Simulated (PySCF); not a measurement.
## BiCl: energy against distance

Set-up: basis Bi x2c-TZVPPall, Cl x2c-TZVPPall; spin-free X2C with a Gaussian nucleus; PySCF 2.14. Energies in eV from Bi + Cl in their ground configurations at the same level. State: triplet, unpaired electrons π ↑↑.

| R (Å) | PBE |
| --- | --- |
| 2.094 | -2.096 |
| 2.192 | -2.787 |
| 2.289 | -3.163 |
| 2.362 | -3.298 |
| 2.435 | -3.343 |
| 2.508 | -3.321 |
| 2.606 | -3.217 |
| 2.727 | -3.013 |
| 2.873 | -2.710 |
| 3.068 | -2.279 |

Question: Put a parabola through the three lowest points of the PBE curve and estimate Re, k and ωe (reduced mass 29.96 u; 1 eV/Å² = 0.16022 mdyn/Å; ωe = 1302.8·√(k/μ) cm⁻¹).

Answer: Through R = 2.362, 2.435, 2.508 Å the second-order coefficient is 6.29 eV/Å², so Re ≈ 2.448 Å, k ≈ 2.01 mdyn/Å and ωe ≈ 338 cm⁻¹. A polynomial fit of higher order to the unrounded PBE energies gives Re = 2.444 Å, k = 1.93 mdyn/Å, ωe = 331 cm⁻¹; anharmonicity and rounding make the difference.

The higher-order fit for each curve: PBE: Re = 2.444 Å, ωe = 331 cm⁻¹, De = 3.34 eV.

These are scalar-relativistic numbers at best; spin–orbit coupling would shift them, the dissociation energy most. The state is the lowest determinant that a PBE0 search found; another state may lie lower at other levels.
